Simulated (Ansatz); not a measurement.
Geometry optimisation, RHF/def2-SVP in Ansatz 0.2.0.

Input:

```yaml
crystal:
  periodic: [false, false, false]
  atoms:
    - { symbol: Ta, position_ang: [-0.165131, 0.227272, -0.016633] }
    - { symbol: O, position_ang: [1.774787, 0.510912, 0.152547] }
    - { symbol: H, position_ang: [2.443541, 0.798369, -0.46588] }
    - { symbol: "N", position_ang: [0.012502, -0.796382, 1.652739] }
    - { symbol: H, position_ang: [-0.67084, -1.429646, 2.030077] }
    - { symbol: H, position_ang: [0.884858, -0.844157, 2.14949] }
    - { symbol: Cl, position_ang: [0.152923, 0.304862, -2.39779] }
    - { symbol: O, position_ang: [-0.859081, 1.883533, 0.4244] }
    - { symbol: H, position_ang: [-1.239428, 2.43602, 1.088824] }
    - { symbol: Cl, position_ang: [-2.198893, -0.97648, -0.350831] }
    - { symbol: P, position_ang: [1.618566, -2.914817, -0.965832] }
    - { symbol: H, position_ang: [1.211972, -3.424062, 0.294129] }
    - { symbol: H, position_ang: [0.309527, -2.635104, -1.437769] }
    - { symbol: H, position_ang: [1.915697, -1.60572, -0.510872] }
basis:
  gaussian: { orbitals: def2-SVP }
hamiltonian:
  xc: hf
relax:
  f_tol: 0.03
  max_steps: 50
```

Launched with:

```bash
$ ansatz run input.yaml --threads 4 --pin off --max-ram 5120MiB --backend cpu --events-out ev --progress --plain --runs-dir out
```

Problem. Where does it end, and by what steps?

Solution. The run converged. The force dipped under the threshold on the way, but the program's further checks kept it going. After 20 steps the energy has fallen by 0.500 eV; H14 moved furthest, 1.74 Å.

```csv
step,energy less start (eV),largest force component (eV/Å),accepted
0,0.0000,1.261,yes
1,-0.2092,0.396,yes
2,-0.2978,0.265,yes
3,-0.3554,0.268,yes
4,-0.3916,0.394,yes
5,-0.4137,0.686,yes
6,-0.4254,0.848,yes
7,-0.4375,0.655,yes
8,-0.4524,0.461,yes
9,-0.4599,0.407,yes
10,-0.4836,0.165,yes
11,-0.4912,0.198,yes
12,-0.4959,0.094,yes
13,-0.4947,0.433,no
14,-0.4977,0.019,yes
15,-0.4959,0.391,no
16,-0.4985,0.047,yes
17,-0.4983,0.066,no
18,-0.4989,0.023,yes
19,-0.4993,0.023,yes
20,-0.4996,0.022,yes
```

```xyz
14
Properties=species:S:1:pos:R:3
Ta -0.321 0.696 0.156
O 1.482 1.163 0.204
H 2.391 1.366 0.073
N -0.026 -0.620 1.581
H -0.746 -1.185 1.991
H 0.867 -0.772 2.014
Cl -0.170 0.068 -2.121
O -0.928 2.414 0.641
H -1.761 2.761 0.923
Cl -2.624 -0.054 0.195
P 1.915 -4.047 -1.243
H 1.355 -4.033 0.056
H 0.926 -3.224 -1.824
H 2.832 -2.998 -1.000
```

Whether the end is a true minimum wasn't checked by a vibrational analysis.

The run took 65 s on 4 threads of Arm Neoverse V1, on a shared host, peak memory 0.53 GiB.
